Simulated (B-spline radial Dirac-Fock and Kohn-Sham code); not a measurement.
K-line shifts caused by a second vacancy in Cu²⁺

System: the Cu²⁺ ion, configuration [Ar] 3d9.

Method: Dirac-Fock ΔSCF + Breit + QED. Computed with a radial finite-basis atomic code. Each two-hole energy is an average over J within one jj subconfiguration, not an observable level; in light atoms, where LS coupling holds, the j-resolved values are not observed lines, and for a K spectator the Kα1 hypersatellite is nearly forbidden. Electron correlation is not included.

Lines without a spectator: Kα2 (K-L2) 8026.7 eV, Kα1 (K-L3) 8046.8 eV, Kβ3 (K-M2) 8901.7 eV, Kβ1 (K-M3) 8904.3 eV. Shifts in eV with one spectator hole (a dash: not computed, or left out as unreliable):

| spectator hole | Kα2 | Kα1 | Kβ3 | Kβ1 |
| --- | --- | --- | --- | --- |
| K (1s) | +307.3 | +310.2 | +382.9 | +383.4 |
| L2 (2p1/2) | +29.34 | +35.9 | – | +78.6 |
| L3 (2p3/2) | +32.9 | +31.7 | +75.4 | – |
| M2 (3p1/2) | – | +2.74 | +5.21 | +6.96 |
| M3 (3p3/2) | +2.46 | – | +6.48 | +6.02 |

With n spectator holes in 2p, averaged over the 2p shell (energies in eV):

```
n    KαLⁿ   step  hypersatellite KαʰLⁿ
0  8040.1      –                8349.3
1  8073.1  +33.0                8383.5
2  8107.1  +34.0                8418.6
3  8142.1  +35.0                8454.8
4  8178.2  +36.1                8492.1
5  8215.4  +37.2                8530.4
```
